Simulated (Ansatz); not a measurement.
Steps of a relaxation of C₆H₁₈AlN₃ (`C[N](C)[Al]([N](C)C)[N](C)C`) with RKS PBE-D4/def2-SVP.

```sh
$ ansatz run in.yaml --threads 4 --pin off --events-out ev --progress --plain --max-ram 66560MiB --backend cuda --devices 0, --max-vram 37GiB
```

```yaml
crystal:
  periodic: [false, false, false]
  atoms:
    - {symbol: C, position_ang: [-1.933200, -1.106800, -1.666200]}
    - {symbol: N, position_ang: [-1.506800, -1.196800, -0.298500]}
    - {symbol: C, position_ang: [-2.615900, -0.878100, 0.630000]}
    - {symbol: Al, position_ang: [0.066500, 0.004500, -0.007100]}
    - {symbol: N, position_ang: [-0.231500, 1.894400, -0.229300]}
    - {symbol: C, position_ang: [0.657700, 2.413600, -1.267000]}
    - {symbol: C, position_ang: [0.083100, 2.582200, 1.060200]}
    - {symbol: N, position_ang: [1.752200, -0.709100, 0.492300]}
    - {symbol: C, position_ang: [1.605600, -1.428600, 1.814600]}
    - {symbol: C, position_ang: [2.205400, -1.626500, -0.526000]}
    - {symbol: H, position_ang: [-1.180500, -1.328500, -2.368400]}
    - {symbol: H, position_ang: [-2.308300, -0.017300, -1.874400]}
    - {symbol: H, position_ang: [-2.870200, -1.740200, -1.875500]}
    - {symbol: H, position_ang: [-2.252800, -0.997100, 1.706300]}
    - {symbol: H, position_ang: [-3.433500, -1.597000, 0.502500]}
    - {symbol: H, position_ang: [-2.943000, 0.197400, 0.527800]}
    - {symbol: H, position_ang: [1.738200, 2.238700, -1.016900]}
    - {symbol: H, position_ang: [0.406200, 1.921800, -2.216800]}
    - {symbol: H, position_ang: [0.510800, 3.479900, -1.401800]}
    - {symbol: H, position_ang: [-0.681800, 2.243900, 1.859700]}
    - {symbol: H, position_ang: [-0.128700, 3.681800, 0.932700]}
    - {symbol: H, position_ang: [1.127500, 2.364100, 1.369500]}
    - {symbol: H, position_ang: [1.280600, -0.724300, 2.532200]}
    - {symbol: H, position_ang: [0.886700, -2.285000, 1.688200]}
    - {symbol: H, position_ang: [2.635900, -1.851400, 2.090600]}
    - {symbol: H, position_ang: [1.497600, -2.451800, -0.700800]}
    - {symbol: H, position_ang: [2.315500, -1.101800, -1.469400]}
    - {symbol: H, position_ang: [3.230100, -1.997500, -0.252000]}
basis:
  gaussian: {orbitals: def2-SVP}
hamiltonian: {xc: pbe, dispersion: d4}
relax: {f_tol: 0.03, max_steps: 200}
```

Positions (Å) and forces (eV/Å) along the path, 6 of 44 steps:

```xyz
28
step=1 energy=-17554.1659 eV
C    -1.933   -1.107   -1.666   -3.179    1.889    0.933
N    -1.507   -1.197   -0.298    1.602    0.798    1.162
C    -2.616   -0.878    0.630    1.797    0.448    0.577
Al    0.067    0.004   -0.007   -1.143   -0.184   -0.059
N    -0.232    1.894   -0.229    0.483   -1.048    0.924
C     0.658    2.414   -1.267    0.063   -1.015    0.564
C     0.083    2.582    1.060   -1.773   -0.584   -0.291
N     1.752   -0.709    0.492   -1.532    0.365    0.951
C     1.606   -1.429    1.815    1.421   -1.086   -2.753
C     2.205   -1.627   -0.526    0.595    0.077    0.551
H    -1.181   -1.329   -2.368    1.523   -0.639   -1.354
H    -2.308   -0.017   -1.874    0.267   -1.005   -0.302
H    -2.870   -1.740   -1.875    0.890    0.224    0.117
H    -2.253   -0.997    1.706   -0.279    0.045   -0.747
H    -3.433   -1.597    0.502   -0.597   -0.115   -0.161
H    -2.943    0.197    0.528   -0.432   -0.387   -0.034
H     1.738    2.239   -1.017    0.081    0.175   -0.296
H     0.406    1.922   -2.217    0.111   -0.108   -0.483
H     0.511    3.480   -1.402   -0.093    1.001   -0.155
H    -0.682    2.244    1.860    1.008    0.234   -0.673
H    -0.129    3.682    0.933    0.464   -0.292    0.168
H     1.127    2.364    1.369    0.152    0.426    0.418
H     1.281   -0.724    2.532   -0.560    1.024    1.552
H     0.887   -2.285    1.688    0.187    0.074    0.489
H     2.636   -1.851    2.091   -0.928    0.325    0.030
H     1.498   -2.452   -0.701   -0.019   -0.802   -0.065
H     2.316   -1.102   -1.469    0.184    0.436   -0.868
H     3.230   -1.998   -0.252   -0.292   -0.277   -0.194
28
step=5 energy=-17555.3526 eV
C    -2.077   -0.860   -1.756   -0.039    0.061    0.011
N    -1.577   -0.793   -0.400    0.084   -0.040   -0.008
C    -2.621   -0.840    0.602    0.008   -0.005   -0.030
Al    0.025   -0.021    0.010   -0.016   -0.011    0.028
N     0.197    1.788   -0.108   -0.017   -0.039   -0.022
C     0.754    2.441   -1.272   -0.013    0.025    0.027
C     0.152    2.626    1.070    0.036   -0.014   -0.015
N     1.433   -1.061    0.518   -0.054    0.068   -0.013
C     1.640   -1.555    1.860    0.004    0.003   -0.030
C     2.139   -1.818   -0.496   -0.018   -0.042    0.046
H    -1.246   -0.916   -2.494    0.005    0.018    0.015
H    -2.715    0.016   -2.046   -0.029   -0.009   -0.025
H    -2.699   -1.775   -1.918    0.001   -0.002    0.007
H    -2.193   -0.845    1.630    0.006   -0.002    0.001
H    -3.240   -1.768    0.517    0.005   -0.012   -0.009
H    -3.335    0.025    0.551   -0.006   -0.013    0.004
H     1.826    2.745   -1.148    0.006    0.012   -0.002
H     0.708    1.780   -2.166    0.006   -0.004    0.011
H     0.187    3.368   -1.539    0.010    0.001    0.004
H    -0.363    2.108    1.911    0.017    0.004    0.007
H    -0.420    3.571    0.890    0.001   -0.006   -0.017
H     1.164    2.930    1.447   -0.005    0.019    0.000
H     1.140   -0.904    2.611    0.003    0.003   -0.006
H     1.251   -2.595    2.020    0.015   -0.009    0.011
H     2.725   -1.576    2.132    0.007    0.002    0.004
H     1.812   -2.888   -0.573    0.011   -0.006   -0.001
H     2.002   -1.365   -1.505   -0.012   -0.008   -0.003
H     3.242   -1.832   -0.311   -0.016    0.008    0.007
28
step=12 energy=-17555.8485 eV
C    -2.245   -0.277   -1.837    0.005    0.088   -0.085
N    -1.531   -0.665   -0.635   -0.112   -0.048    0.066
C    -2.325   -1.497    0.260   -0.048   -0.054   -0.083
Al    0.019    0.035   -0.017   -0.002    0.011    0.002
N     0.361    1.814   -0.115    0.010   -0.009    0.016
C     0.803    2.494   -1.310   -0.005   -0.011    0.006
C     0.303    2.671    1.048    0.000   -0.019   -0.014
N     1.166   -1.173    0.696   -0.001   -0.085   -0.018
C     1.803   -1.145    1.996    0.043   -0.033    0.001
C     1.639   -2.258   -0.150   -0.067   -0.076   -0.043
H    -1.584    0.288   -2.542   -0.162   -0.096    0.217
H    -3.147    0.367   -1.637    0.152   -0.142   -0.021
H    -2.609   -1.183   -2.393    0.032    0.177    0.061
H    -1.734   -1.787    1.161   -0.040    0.025   -0.162
H    -2.677   -2.449   -0.225    0.065    0.177    0.049
H    -3.246   -0.959    0.626    0.174   -0.151   -0.093
H     1.836    2.918   -1.214    0.010    0.010   -0.002
H     0.819    1.808   -2.184    0.002    0.000   -0.006
H     0.135    3.350   -1.586   -0.007    0.012   -0.007
H    -0.064    2.117    1.941    0.004   -0.001    0.002
H    -0.392    3.537    0.905   -0.007    0.013   -0.003
H     1.298    3.104    1.325    0.017    0.007   -0.002
H     1.429   -0.299    2.616    0.036   -0.044   -0.077
H     1.600   -2.088    2.576    0.048    0.155   -0.072
H     2.919   -1.044    1.935   -0.098   -0.010    0.004
H     1.435   -3.280    0.276    0.039    0.180   -0.022
H     1.154   -2.225   -1.158    0.049   -0.017    0.256
H     2.748   -2.191   -0.322   -0.136   -0.059    0.029
28
step=17 energy=-17556.1859 eV
C    -2.324    0.019   -1.700    0.035   -0.018   -0.002
N    -1.500   -0.635   -0.700   -0.159   -0.183    0.027
C    -2.092   -1.861   -0.175    0.051    0.160   -0.073
Al    0.015    0.053   -0.006    0.001    0.021   -0.007
N     0.383    1.823   -0.094   -0.004   -0.026    0.026
C     0.801    2.499   -1.302   -0.006   -0.006   -0.014
C     0.333    2.694    1.060    0.003   -0.003    0.012
N     1.107   -1.152    0.778    0.096   -0.193    0.020
C     2.015   -0.867    1.875   -0.059    0.004   -0.061
C     1.244   -2.503    0.249    0.021    0.120    0.042
H    -1.820    0.928   -2.101   -0.065   -0.088    0.079
H    -3.320    0.341   -1.297    0.076   -0.050   -0.033
H    -2.532   -0.660   -2.569    0.009    0.103    0.077
H    -1.414   -2.329    0.572   -0.155    0.060   -0.058
H    -2.292   -2.623   -0.973    0.019    0.092    0.050
H    -3.071   -1.659    0.335    0.076   -0.057   -0.067
H     1.825    2.946   -1.216    0.000   -0.001    0.003
H     0.827    1.801   -2.167    0.003    0.003    0.003
H     0.114    3.338   -1.584    0.000    0.000    0.001
H    -0.002    2.144    1.967    0.002    0.008   -0.003
H    -0.378    3.549    0.922    0.001    0.004   -0.001
H     1.328    3.148    1.305   -0.005    0.000   -0.002
H     1.862    0.165    2.263    0.032   -0.089   -0.063
H     1.858   -1.571    2.734    0.033    0.081   -0.070
H     3.094   -0.953    1.581   -0.074   -0.015    0.013
H     1.060   -3.297    1.022    0.031    0.099   -0.045
H     0.519   -2.673   -0.578    0.147    0.005    0.086
H     2.273   -2.682   -0.163   -0.108   -0.029    0.063
28
step=22 energy=-17556.2872 eV
C    -2.367    0.220   -1.545   -0.006   -0.009    0.004
N    -1.571   -0.640   -0.688    0.008   -0.047   -0.007
C    -2.173   -1.943   -0.488    0.022    0.034   -0.011
Al   -0.015   -0.047    0.007   -0.009   -0.012   -0.001
N     0.354    1.726   -0.049    0.011    0.011   -0.001
C     0.842    2.393   -1.237    0.001   -0.002    0.009
C     0.217    2.614    1.085   -0.003   -0.001   -0.008
N     1.177   -1.180    0.749   -0.015   -0.046    0.014
C     2.242   -0.673    1.596   -0.009   -0.030   -0.006
C     1.219   -2.622    0.597   -0.004    0.038    0.023
H    -1.915    1.231   -1.613    0.001   -0.014    0.004
H    -3.407    0.346   -1.153   -0.009    0.004   -0.003
H    -2.466   -0.184   -2.584    0.005    0.007    0.018
H    -1.606   -2.541    0.253   -0.006    0.010   -0.017
H    -2.236   -2.545   -1.430    0.004    0.025    0.015
H    -3.218   -1.851   -0.102   -0.011   -0.007    0.000
H     1.855    2.850   -1.092   -0.004   -0.002    0.001
H     0.928    1.685   -2.090    0.002    0.002    0.005
H     0.167    3.222   -1.573    0.004   -0.001    0.000
H    -0.159    2.072    1.979    0.001    0.001   -0.004
H    -0.499    3.454    0.889    0.003   -0.001    0.002
H     1.188    3.091    1.380   -0.010   -0.003   -0.002
H     2.219    0.436    1.635   -0.012   -0.027   -0.011
H     2.169   -1.054    2.647    0.004    0.018   -0.035
H     3.251   -0.971    1.217   -0.001   -0.001    0.008
H     1.036   -3.169    1.558    0.013    0.038   -0.040
H     0.466   -2.975   -0.137    0.025    0.026    0.034
H     2.218   -2.960    0.226   -0.007   -0.009    0.009
28
step=44 energy=-17556.4875 eV
C    -2.567    0.117   -1.276    0.002   -0.001    0.002
N    -1.667   -0.583   -0.382    0.000    0.004   -0.002
C    -2.242   -1.793    0.168    0.003   -0.001    0.004
Al   -0.004   -0.003    0.001    0.000   -0.003   -0.001
N     0.368    1.760   -0.049   -0.001   -0.005    0.000
C     1.676    2.291   -0.374    0.001   -0.003    0.001
C    -0.609    2.791    0.232   -0.001   -0.003   -0.001
N     1.288   -1.183    0.435    0.002    0.003    0.001
C     2.403   -0.859    1.301   -0.002   -0.001   -0.001
C     1.320   -2.550   -0.044   -0.003    0.000   -0.003
H    -2.087    1.029   -1.687    0.000    0.002   -0.002
H    -3.512    0.436   -0.768    0.000    0.000    0.001
H    -2.874   -0.517   -2.145    0.000   -0.001   -0.001
H    -1.529   -2.293    0.856   -0.001    0.000    0.000
H    -2.517   -2.534   -0.624    0.000   -0.001    0.000
H    -3.176   -1.589    0.749   -0.001   -0.001    0.001
H     2.109    2.900    0.459    0.002    0.002    0.003
H     2.392    1.473   -0.594    0.002    0.000    0.000
H     1.648    2.958   -1.272    0.001    0.002   -0.003
H    -1.592    2.345    0.489   -0.003    0.000    0.000
H    -0.769    3.477   -0.637   -0.001    0.003   -0.004
H    -0.303    3.437    1.093    0.000    0.003    0.003
H     2.336    0.190    1.657    0.001    0.002    0.001
H     2.437   -1.515    2.207    0.000   -0.001    0.001
H     3.391   -0.976    0.789    0.000    0.000   -0.001
H     1.282   -3.296    0.790    0.000   -0.001    0.000
H     0.460   -2.756   -0.714    0.001    0.000    0.000
H     2.252   -2.771   -0.622    0.000    0.000   -0.001
```

Run time 85 s (4 threads of an AMD EPYC 7R13 on a shared host and a share of an NVIDIA H100 80 GB); peak host memory 0.9 GiB.
